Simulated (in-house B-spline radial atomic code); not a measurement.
Radial electron density of Pb7+, [Xe] 4f14 5d7. Level of theory: scalar-relativistic (X2C) Hartree-Fock with fractional occupations, spin-polarised, spherical fractional occupations, Fermi nucleus of rms radius 5.5012 fm; calculated with a B-spline radial code for spherical atoms.

Caution: exact exchange at fractional occupations of open shells leaves self-interaction of up to several eV.

One-electron X2C: radii and densities carry no picture-change correction, so inner-shell <1/r> comes out high (for 1s by about 2 % at Z = 33, 5 % at 54, 10 % at 75, 30 % at 118) and <r> low.

Columns: r (bohr), 4πr²n(r) (electrons per bohr), bar.

```
0.000244    3.319 #
  0.0003    4.391 #
0.000369    5.783 ##
0.000454    7.589 ##
0.000559    9.927 ###
0.000688    12.92 ####
0.000846    16.72 #####
 0.00104     21.5 ######
 0.00128    27.49 ########
 0.00158    34.96 ##########
 0.00194    43.74 #############
 0.00239    54.21 ################
 0.00294    66.02 ###################
 0.00361    78.72 #######################
 0.00445    91.92 ##########################
 0.00547      104 ##############################
 0.00673    113.7 #################################
 0.00828    119.2 ##################################
  0.0102    119.5 ##################################
  0.0125    114.8 #################################
  0.0154      107 ###############################
   0.019    101.1 #############################
  0.0234    102.9 #############################
  0.0287    115.3 #################################
  0.0354    135.7 #######################################
  0.0435    152.4 ############################################
  0.0535    153.8 ############################################
  0.0659    138.3 ########################################
  0.0811    122.1 ###################################
  0.0998    124.6 ####################################
   0.123    141.4 ########################################
   0.151    142.4 #########################################
   0.186    113.5 ################################
   0.229    84.64 ########################
   0.281    85.68 #########################
   0.346    97.65 ############################
   0.426    85.71 #########################
   0.524    55.28 ################
   0.645    33.21 #########
   0.793    25.62 #######
   0.976    20.88 ######
     1.2    13.45 ####
    1.48    6.196 ##
    1.82    2.022 #
    2.24   0.4351 
    2.75  0.05761 
    3.39   0.0038 
    4.17 0.0001134
```

On this grid the curve has 4 maxima, near 0.0102, 0.0535, 0.151, 0.346 bohr.

The 5p down radial function P(r) = rR(r), positive near the nucleus:

```tsv
r (bohr)	P
0.000454	0.001408
0.000688	0.002499
0.00104	0.004493
0.00158	0.008265
0.00239	0.01528
0.00361	0.02826
0.00547	0.05209
0.00828	0.09347
0.0125	0.1588
0.019	0.2476
0.0287	0.3232
0.0435	0.2944
0.0659	0.04444
0.0998	-0.3491
0.151	-0.3897
0.229	0.2656
0.346	0.6507
0.524	-0.2401
0.793	-1.186
1.2	-0.8933
1.82	-0.2369
2.75	-0.01841
```
